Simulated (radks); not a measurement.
Ag2+, 45 electrons, occupied as [Kr] 4d8 5p1 (not the ground configuration). All-electron calculation, Dirac Kohn-Sham, BLYP, spin-unpolarised, spherical densities, finite nucleus; open shells fill j = l - 1/2 first; Fermi nuclear charge, rms radius 4.5454 fm. Program: a radial shooting solver on a logarithmic mesh with Libxc functionals.

Normalised radial functions P(r) = r R(r) (large component), r in bohr:

r           4p1/2    5s1/2    5p1/2
0.001068   0.0020   0.0176   0.0006
0.001424   0.0029   0.0226   0.0009
0.0019     0.0043   0.0290   0.0014
0.002534   0.0065   0.0368   0.0021
0.003379   0.0100   0.0462   0.0031
0.004507   0.0154   0.0571   0.0049
0.00606    0.0244   0.0694   0.0077
0.008082   0.0382   0.0814   0.0120
0.01078    0.0596   0.0914   0.0187
0.01438    0.0918   0.0961   0.0289
0.01918    0.1386   0.0905   0.0436
0.02558    0.2022   0.0691   0.0636
0.03411    0.2803   0.0270   0.0881
0.0455     0.3603  -0.0350   0.1131
0.06068    0.4122  -0.1047   0.1292
0.08094    0.3867  -0.1534   0.1207
0.1088     0.2240  -0.1393   0.0688
0.1451    -0.0800  -0.0365  -0.0274
0.1936    -0.4363   0.1237  -0.1387
0.2582    -0.6338   0.2341  -0.1962
0.3444    -0.4501   0.1695  -0.1284
0.4593     0.1324  -0.0795   0.0645
0.6126     0.8110  -0.3293   0.2649
0.817      1.1584  -0.3251   0.3003
1.09       1.0051   0.0048   0.0908
1.453      0.5871   0.4507  -0.2642
1.939      0.2308   0.7219  -0.5703
2.606      0.0549   0.6774  -0.6693
3.476      0.0075   0.4192  -0.5288
4.636      0.0005   0.1655  -0.2816
6.184      0.0000   0.0373  -0.0924
8.248      0.0000   0.0041  -0.0165

4p1/2: eigenvalue -90.393 eV, 2 radial nodes at r = 0.136, 0.435 bohr, <r> = 0.967 bohr, 90 % of the charge inside 1.43 bohr. 5s1/2 (empty): eigenvalue -23.380 eV, 4 radial nodes at r = 0.0391, 0.156, 0.424, 1.09 bohr, <r> = 2.44 bohr, 90 % of the charge inside 3.54 bohr. 5p1/2: eigenvalue -16.768 eV, 3 radial nodes at r = 0.135, 0.422, 1.18 bohr, <r> = 2.88 bohr, 90 % of the charge inside 4.21 bohr.
